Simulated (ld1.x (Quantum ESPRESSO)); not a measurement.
Sb (Z = 51): TM pseudisation with LDA (PZ), scalar-relativistic reference atom.

| Property | Result |
| --- | --- |
| Element | Sb (Z = 51) |
| Generator | ld1.x (Quantum ESPRESSO) 7.5 |
| Type | norm-conserving Troullier–Martins (Kleinman–Bylander form) |
| Functional | LDA (PZ) |
| Relativity | scalar-relativistic |
| Frozen core | [Kr] 4d10 |
| Valence charge | 5 |
| Reference configuration | 5s2 5p3 |
| Partial waves | 5s (bound): rc 1.60 bohr; 5p (bound): rc 2.50 bohr |
| Local potential | all-electron potential smoothed inside 2.45 bohr (lloc = -1) |
| Core correction | a·sin(br)/r model core inside 1.00 bohr |

All-electron outer shells of the reference configuration (LDA (PZ), scalar-relativistic, ld1.x):

```
shell  level (eV)  outermost node (bohr)  outermost maximum (bohr)
   4p     -101.60                   0.39                      0.76
   4d      -33.55                   0.38                      0.84
   5s      -13.09                   0.95                      1.88
   5p       -5.00                   1.04                      2.32
```

What the tests gave:

```json
{
 "Cutoffs needed": "30 Ry and 90 Ry (the cutoffs (Ry, on a coarse ladder) from which the occupation-weighted sum of valence levels, in a spherical-Bessel basis at the reference potential, stays within 10 and 1 mRy of its value at 400 Ry)",
 "Ghost test": "no extra level below or beside the all-electron valence levels (s, p, d, f tested) (spherical-Bessel basis up to 400 Ry, 20 bohr box)",
 "Largest excitation error": "-128 meV (all-electron minus pseudo) for 5s2 5p0, out of 7 test configurations"
}
```

Generation and tests took about 1.8 s on one core of a shared server CPU.
